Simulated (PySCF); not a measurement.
C₅H₈Si. Atoms are numbered in the order given.

```xyz
14

C      1.8292     1.7898     0.4252
C      1.4434     0.6434     0.4482
C      0.9531    -0.7228     0.4774
C      0.5589    -1.4148    -0.8013
C     -0.5121    -1.0026     0.1761
Si    -1.6909     0.4005    -0.2241
H      2.1750     2.8082     0.4038
H      1.4147    -1.3475     1.2494
H      0.8009    -2.4777    -0.8905
H      0.6597    -0.8437    -1.7293
H     -0.9431    -1.8149     0.7727
H     -1.1312     1.2409    -1.3200
H     -1.9463     1.2473     0.9772
H     -2.9912    -0.1781    -0.6791
```

Geometry: ωB97X-D3(BJ)/def2-SVP. The structure was generated by enumeration; whether it is a known compound was not checked.

All values below come from PBE/pcSseg-1 (PySCF).

GIAO shieldings, no solvent; atoms listed in one row are averaged. δ = σ(ref) − σ: ¹³C against TMS (σ = 182.0 ppm); ²⁹Si against TMS (σ = 335.4 ppm); ¹H against TMS (σ = 31.49 ppm), references at their B3LYP-D3(BJ)/def2-TZVP geometries, non-relativistic.

```json
[
 {"nucleus": "¹³C", "atoms": "C2", "count": "1", "δ (ppm)": "88.9"},
 {"nucleus": "¹³C", "atoms": "C1", "count": "1", "δ (ppm)": "70.5"},
 {"nucleus": "¹³C", "atoms": "C4", "count": "1", "δ (ppm)": "20.0"},
 {"nucleus": "¹³C", "atoms": "C3", "count": "1", "δ (ppm)": "11.2"},
 {"nucleus": "¹³C", "atoms": "C5", "count": "1", "δ (ppm)": "4.0"},
 {"nucleus": "²⁹Si", "atoms": "Si6", "count": "1", "δ (ppm)": "-61.6"},
 {"nucleus": "¹H", "atoms": "H12, H13, H14", "count": "3", "δ (ppm)": "4.34"},
 {"nucleus": "¹H", "atoms": "H8", "count": "1", "δ (ppm)": "1.92"},
 {"nucleus": "¹H", "atoms": "H7", "count": "1", "δ (ppm)": "1.85"},
 {"nucleus": "¹H", "atoms": "H9", "count": "1", "δ (ppm)": "1.36"},
 {"nucleus": "¹H", "atoms": "H10", "count": "1", "δ (ppm)": "0.89"},
 {"nucleus": "¹H", "atoms": "H11", "count": "1", "δ (ppm)": "0.31"}
]
```
